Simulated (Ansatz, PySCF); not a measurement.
This Ansatz (a first-principles code) input computes a BLYP/def2-TZVPD energy:

Ansatz 0.2 input:
```yaml
crystal:
  periodic: [false, false, false]
  atoms:
    - {symbol: Te, position_ang: [0.00129079, -0.00659819, 0.60010773]}
    - {symbol: Cl, position_ang: [1.14684211, 1.38510426, -0.90516458]}
    - {symbol: Cl, position_ang: [-1.15079041, -1.36492156, -0.93045908]}
basis:
  gaussian:
    orbitals: def2-TZVPD
hamiltonian:
  xc: {name: BLYP}
output: {forces: true}
```

**Question.** Write an input for the same energy in PySCF and say what it gives.

**Answer.** 
```python
from pyscf import gto, scf, dft

mol = gto.M(
    atom='''
    Te    0.00129079   -0.00659819    0.60010773
    Cl    1.14684211    1.38510426   -0.90516458
    Cl   -1.15079041   -1.36492156   -0.93045908
    ''',
    basis='def2-tzvpd',
    ecp='def2-tzvp',
    charge=0,
    spin=0,
    verbose=4,
)

mf = dft.RKS(mol, xc='blyp').density_fit(auxbasis='def2-universal-jkfit')
mf.grids.level = 3
mf.conv_tol = 1e-9
mf.max_cycle = 100
mf.max_memory = 1500
mf.kernel()
if not mf.converged:
    mf = mf.newton()
    mf.kernel(mf.make_rdm1())
mf.analyze()
```
It gives -1188.44186 Eh, and Ansatz -1188.44181 Eh, a difference of 0.05 mEh, from the treatment of integrals and grids.
